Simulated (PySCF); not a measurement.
A PySCF script (with the pyscf-properties extension) for the NMR shieldings of `InChI=1S/C5H13FSSi2/c1-2-5(7-8)3-9-4-6/h3H,2,4,9H2,1,8H3/b5-3-`, on a GFN2-xTB geometry:

```python
import basis_set_exchange as bse
import numpy as np
from pyscf import gto, dft
from pyscf.prop import nmr

atoms = """
C     2.526842   -1.163987   -0.469202
C     2.043089    0.268361   -0.284547
C     0.628508    0.394931    0.189315
C    -0.238074   -0.583607    0.426019
Si   -1.973189   -0.261455    1.056793
C    -2.836085   -1.974457    1.108975
F    -2.148719   -2.837810    1.941297
S     0.115544    2.077630    0.517629
Si    0.126753    2.918686   -1.460481
H     2.448101   -1.719895    0.461927
H     3.569407   -1.160244   -0.778513
H     1.945081   -1.673100   -1.234250
H     2.140829    0.810789   -1.232225
H     2.681767    0.782719    0.440327
H     0.083144   -1.604758    0.270394
H    -1.991622    0.302191    2.406616
H    -2.759051    0.556230    0.122308
H    -2.882389   -2.465810    0.134285
H    -3.849844   -1.907906    1.506769
H    -0.348522    1.882576   -2.368860
H    -0.776048    4.048833   -1.346023
H     1.484069    3.329466   -1.810186
"""
names = dict.fromkeys(["C", "Si", "F", "S", "H"], "pcSseg-1")
basis = {el: gto.basis.parse(bse.get_basis(n, elements=[el], fmt="nwchem")) for el, n in names.items()}
mol = gto.M(atom=atoms, basis=basis, charge=0, verbose=0)
mf = dft.RKS(mol, xc="PBE0")
mf.grids.level = 2
mf.grids.alignment = dft.numint.BLKSIZE   # the property module wants whole blocks of grid points
mf.conv_tol = 1e-9
mf.kernel()

calc = nmr.RKS(mf)   # GIAO
C = mf.mo_coeff
Co = C[:, mf.mo_occ > 0]
resp = mf.gen_response(singlet=True, hermi=2)
def vind(x):   # induced exchange potential for any number of trial vectors
    d = np.einsum("pi,xij,qj->xpq", C, 2 * x.reshape(-1, C.shape[1], Co.shape[1]), Co, optimize=True)
    return np.einsum("xpq,pi,qj->xij", resp(d - d.transpose(0, 2, 1)), C, Co, optimize=True).ravel()
mo1, _ = nmr.rhf.solve_mo1(calc, with_cphf=vind)
sigma = calc.kernel(mo1)
for i, s in enumerate(sigma):   # ppm
    print("%2d %-2s %9.2f" % (i, mol.atom_pure_symbol(i), np.trace(s) / 3))
```

Question: What are the results?

Answer: 
```
 0 C     173.59
 1 C     147.32
 2 C      18.14
 3 C      57.66
 4 Si    411.71
 5 C     108.18
 6 F     470.91
 7 S     583.43
 8 Si    398.84
 9 H      30.47
10 H      30.47
11 H      30.57
12 H      29.37
13 H      29.10
14 H      25.38
15 H      26.98
16 H      27.38
17 H      26.74
18 H      26.78
19 H      27.35
20 H      27.16
21 H      26.87
```

These numbers come from an equivalent density-fitted implementation of the same equations, which agrees with the script to about 0.01 ppm for H and up to a few tenths of a ppm for heavy atoms, so last digits may differ.

Question: Turn these shieldings into chemical shifts. Shifts are taken against calculated references (same method and geometry level): TMS for 13C (σ = 186.93 ppm) and 29Si (σ = 349.16 ppm) and 1H (σ = 31.72 ppm); 19F (σ = 170.95 ppm) against CFCl3; 33S (σ = 503.73 ppm) against CS2.

Answer: Averaging equivalent atoms: C 2: 168.8; C 3: 129.3; C 5: 78.7; C 1: 39.6; C 0: 13.3; Si 8: -49.7; Si 4: -62.6; F 6: -300.0; S 7: -80; H 14: 6.34; H 17/18: 4.96; H 19/20/21: 4.59; H 15/16: 4.53; H 12/13: 2.48; H 9/10/11: 1.21 ppm. Unscaled 19F shifts against computed CFCl3 carry errors that often reach 10 to 50 ppm.

Size and cost of the density-fitted run: 239 basis functions, 2.2 min wall time on 1 thread of an Arm Neoverse N1, shared host; peak memory 1.1 GiB.
